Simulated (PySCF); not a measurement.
C₂H, SMILES [C-]#C, charge -1. Geometry: PBE0-D3(BJ)/def2-TZVPD.

Computed equilibrium geometry at PBE0-D3(BJ)/def2-TZVPD (PySCF confirms it by a frequency run) as Cartesian coordinates in Å, and its point group:
point group C∞v.
```xyz
3

C      0.0000     0.0000     0.7492
C      0.0000     0.0000    -0.4892
H      0.0000     0.0000    -1.5601
```
Charge -1, spin multiplicity 1.
